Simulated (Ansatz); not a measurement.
Reaction (isomerisation): `C=C=[C](C)[GaH2]` → `C#C[CH2][GaH][CH3]`

Gas-phase electronic energies from Ansatz, PBE0-D4/def2-TZVP geometries. CCSD(T)/CBS adds triple-zeta CCSD(T) − MP2 to the extrapolated MP2 energy (def2 sets, frozen cores). DFT in def2-TZVPP. For Ga outer-core shells are correlated without core-valence functions, which leaves a few kJ/mol of doubt a bond. Scalar relativity is left out up to krypton. One conformer a species, not always the lowest.

Is it downhill or uphill in electronic energy at CCSD(T)/CBS, and by how much? (Estimate.)

The calculation gave: Downhill: ΔE = -17.5 kJ/mol.

What do these levels give: PBE-D4, BLYP-D4, BHLYP-D4, ωB97X-V, r2SCANh, BHLYP, CCSD(T)/def2-SVP, SCS-MP2/def2-TZVPP, CCSD(T)/def2-TZVPP, HF/def2-QZVPP, MP2/def2-QZVPP, HF/CBS(def2)? (Estimate.)

The calculation gave: PBE-D4 6.7, BLYP-D4 7.8, BHLYP-D4 -1.8, ωB97X-V -6.2, r2SCANh 1.0, BHLYP -3.1, CCSD(T)/def2-SVP 3.5, SCS-MP2/def2-TZVPP -20.4, CCSD(T)/def2-TZVPP -13.2, HF/def2-QZVPP -5.6, MP2/def2-QZVPP -26.9, HF/CBS(def2) -5.5 kJ/mol.

Largest T1 diagnostic among the species: 0.013.

From PBE to PBE0 (25 % exact exchange), in def2-TZVPP and without D4, ΔE moves by −5.1 kJ/mol. In def2-TZVPP, CCSD(T) changes the Hartree–Fock value by −7.1 kJ/mol (the triples alone add +1.9 kJ/mol) and MP2 by −18.5 kJ/mol. At CCSD(T), def2-SVP lies +20.9 kJ/mol from the extrapolated value and def2-TZVPP +4.3 kJ/mol.
